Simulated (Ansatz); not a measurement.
Total energies of C₂HBrFN (`N#CC(F)Br`).

```xyz
6

N     0.265    0.010   -2.167
C     0.118    0.055   -1.029
C    -0.041    0.142    0.417
F    -1.254    0.645    0.729
Br    0.173   -1.620    1.194
H     0.737    0.767    0.856
```

Total charge 0; spin multiplicity 1. Correlated methods include outer-core shells of Br, which these sets cover unevenly. Scalar relativity is left out up to krypton. Geometry: relaxed with PBE0-D4/def2-TZVP. Basis def2-TZVPP, the Gaussian-basis code of Ansatz.

RPA on PBE orbitals: Hartree–Fock energy of these orbitals -2802.62021 Eh, correlation -1.53722 Eh (frozen core).

| functional | energy without D4 (Eh) | D4 term (kJ/mol) |
| --- | --- | --- |
| LDA (SPW92) | -2800.28896 | – |
| PBE | -2804.98418 | -12.8 |
| revPBE | -2805.33206 | -40.3 |
| BLYP | -2805.60679 | -28.7 |
| r2SCAN | -2805.48773 | -3.0 |
| r2SCANh | -2805.47214 | -3.2 |
| HSE06 (plane-wave form) | -2805.06369 | -10.0 |
| ωB97X-V | -2805.30844 | – |
| ωB97M-V | -2805.41435 | – |
| B2PLYP | -2805.08254 | – |

(1) Give the same for B97M-V, PBE0, B3LYP, r2SCAN0, BHLYP, CAM-B3LYP, LC-ωPBE, PBE-QIDH. (Estimate.)

B3LYP takes the VWN-RPA correlation (the form of Gaussian; ORCA's B3LYP/G). HSE06 is the plane-wave form, built on full-range PBE exchange. The double hybrids freeze the cores in their second-order part.

## Answers

(1) Ansatz gave: 
```csv
functional,energy without D4 (Eh),D4 term (kJ/mol)
B97M-V,-2805.11223,–
PBE0,-2805.06970,-10.8
B3LYP,-2805.64692,-20.8
r2SCAN0,-2805.45017,-3.6
BHLYP,-2805.49203,-15.7
CAM-B3LYP,-2805.65733,-10.9
LC-ωPBE,-2805.10943,–
PBE-QIDH,-2804.72643,–
```

LC-ωPBE has ω = 0.4 bohr⁻¹.
